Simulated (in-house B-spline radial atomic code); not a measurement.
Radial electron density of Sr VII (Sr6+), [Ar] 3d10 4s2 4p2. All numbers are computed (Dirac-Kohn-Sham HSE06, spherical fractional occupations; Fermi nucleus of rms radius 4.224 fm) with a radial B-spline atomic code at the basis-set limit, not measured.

Caution: exact exchange at fractional occupations of open shells leaves self-interaction of up to several eV.

Columns: r (bohr), 4πr²n(r) (electrons per bohr), bar.

```
 0.00169    1.528 #
 0.00205    2.154 ##
 0.00249    3.027 ##
 0.00302    4.213 ###
 0.00366    5.805 ####
 0.00445    7.959 ######
  0.0054    10.74 ########
 0.00656    14.29 ###########
 0.00796    18.64 ##############
 0.00967     23.8 ##################
  0.0117    29.45 #######################
  0.0143    35.63 ###########################
  0.0173    41.07 ###############################
   0.021    45.38 ###################################
  0.0255    47.64 ####################################
   0.031    47.35 ####################################
  0.0376    44.86 ##################################
  0.0457    41.52 ################################
  0.0555    39.65 ##############################
  0.0673    41.29 ################################
  0.0818    46.86 ####################################
  0.0993    53.78 #########################################
   0.121    57.48 ############################################
   0.146    54.38 ##########################################
   0.178    45.08 ###################################
   0.216    36.05 ############################
   0.262    33.37 ##########################
   0.318    37.29 #############################
   0.386    41.19 ################################
   0.469    38.19 #############################
   0.569    28.17 ######################
   0.691    16.79 #############
   0.839     9.28 #######
    1.02    6.088 #####
    1.24    4.666 ####
     1.5    3.146 ##
    1.82     1.53 #
    2.21   0.4933 
    2.69  0.09718 
    3.26  0.01129 
    3.96 0.0006636 
    4.81 1.704e-05
```

On this grid the curve has 3 maxima, near 0.0255, 0.121, 0.386 bohr.

The 4p3/2 radial function P(r) = rR(r), positive near the nucleus, with its small component Q(r) (sign convention: Q ≈ (P' + κP/r)/2c):

```json
{"r (bohr)": "0.00205", "P": "0.00105", "Q": "-7.325e-05"}
{"r (bohr)": "0.00302", "P": "0.00222", "Q": "-0.0001549"}
{"r (bohr)": "0.00445", "P": "0.004655", "Q": "-0.0003249"}
{"r (bohr)": "0.00656", "P": "0.009645", "Q": "-0.0006735"}
{"r (bohr)": "0.00967", "P": "0.0196", "Q": "-0.00137"}
{"r (bohr)": "0.0143", "P": "0.03895", "Q": "-0.002727"}
{"r (bohr)": "0.021", "P": "0.07333", "Q": "-0.005153"}
{"r (bohr)": "0.031", "P": "0.1308", "Q": "-0.009272"}
{"r (bohr)": "0.0457", "P": "0.2117", "Q": "-0.01531"}
{"r (bohr)": "0.0673", "P": "0.2946", "Q": "-0.02235"}
{"r (bohr)": "0.0993", "P": "0.3149", "Q": "-0.02719"}
{"r (bohr)": "0.146", "P": "0.174", "Q": "-0.02453"}
{"r (bohr)": "0.216", "P": "-0.1638", "Q": "-0.01126"}
{"r (bohr)": "0.318", "P": "-0.4804", "Q": "0.005888"}
{"r (bohr)": "0.469", "P": "-0.383", "Q": "0.01385"}
{"r (bohr)": "0.691", "P": "0.2384", "Q": "0.007783"}
{"r (bohr)": "1.02", "P": "0.8798", "Q": "-0.002655"}
{"r (bohr)": "1.5", "P": "0.8969", "Q": "-0.006506"}
{"r (bohr)": "2.21", "P": "0.4052", "Q": "-0.003465"}
{"r (bohr)": "3.26", "P": "0.06855", "Q": "-0.0006256"}
{"r (bohr)": "4.81", "P": "0.002901", "Q": "-2.797e-05"}
```
